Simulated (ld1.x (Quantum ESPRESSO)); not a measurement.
# Hf (Z = 72): one change to an RRKJ potential, before and after

hafnium (Hf), norm-conserving RRKJ (Kleinman–Bylander form), made with ld1.x (Quantum ESPRESSO) 7.5 (PBE, scalar-relativistic). Core [Xe] 4f14, reference 5d2 6s2 6p0. Waves: 6p (bound, empty): rc 4.00 bohr; 5d (bound): rc 2.90 bohr; 6s (bound): rc 3.15 bohr. Local part: the s channel. Core correction: a·sin(br)/r model core, default radius (core density twice the valence density). rho0 = 0.02.

All-electron outer shells of the reference configuration (PBE, scalar-relativistic, ld1.x):

| shell | level (eV) | outermost node (bohr) | outermost maximum (bohr) |
| --- | --- | --- | --- |
| 5p | -35.57 | 0.60 | 1.16 |
| 4f | -16.83 | – | 0.45 |
| 6s | -5.11 | 1.37 | 2.89 |
| 5d | -2.69 | 0.67 | 1.69 |
| 6p | -1.40 | 1.66 | 4.05 |

Change: type PAW; waves now 6s (bound): rcut 2.75, rcutus 3.15 bohr; 6s channel at -0.05 Ry: rcut 2.75, rcutus 3.15 bohr; 6p (bound): rcut 3.50, rcutus 4.00 bohr; 6p channel at 0.55 Ry: rcut 3.50, rcutus 4.00 bohr; 5d (bound): rcut 2.50, rcutus 2.90 bohr; 5d channel at 0.8 Ry: rcut 2.50, rcutus 2.90 bohr; local potential all-electron potential smoothed inside 2.25 bohr (lloc = -2); augmentation BESSEL, radius 2.30 bohr; rho0 0.

Cutoffs: the cutoffs (Ry, on a coarse ladder) from which the occupation-weighted sum of valence levels, in a spherical-Bessel basis at the reference potential, stays within 10 and 1 mRy of its value at 400 Ry; they do not see the model core or the augmentation charge, which bear on the density cutoff. Errors are all-electron minus pseudo energies relative to the spin-unpolarised reference configuration.

Question: What does the change do?

Answer: The potential gets softer (18 Ry and 18 Ry → 10 Ry and 12 Ry); the number of tests with a reliable result goes from 7 to 3 (the test run of the changed file stopped, so its transferability is not established); of the 3 tests that both files solve, the error grows in 1 and shrinks in 2 by more than 15 % and 0.3 meV (median size 54.1 → 29.6 meV); the range in which the d phases agree widens (upper end 0.5 → 3.0); neither file shows a bound ghost. Several settings change at once here, so the effects cannot be laid on one of them.

```tsv
quantity	base	changed
cutoff, loose	18 Ry	10 Ry
cutoff, tight	18 Ry	12 Ry
loose cutoff by channel (10 mRy a level)	d 15 Ry, s 6 Ry	s 6 Ry, d 8 Ry
bound ghosts	none	none
tests with a reliable result	7 of 7	3 of 7 (the test run stopped)
error for 5d2 6s1 6p0, meV [ΔE 7.98 eV]	-7.7	-5.3
error for 5d2 6s0 6p0, meV [ΔE 22.16 eV]	-54	-30
error for 5d1 6s0 6p0, meV [ΔE 43.95 eV]	-269	-332
s: phases at 4.34 bohr within 0.05 rad from the reference energy up to (Ry; the scan ends near 5)	0.8	1.1
p: phases at 4.34 bohr within 0.05 rad from the reference energy up to (Ry; the scan ends near 5)	1.4	1.6
d: phases at 4.34 bohr within 0.05 rad from the reference energy up to (Ry; the scan ends near 5)	0.5	3.0
```
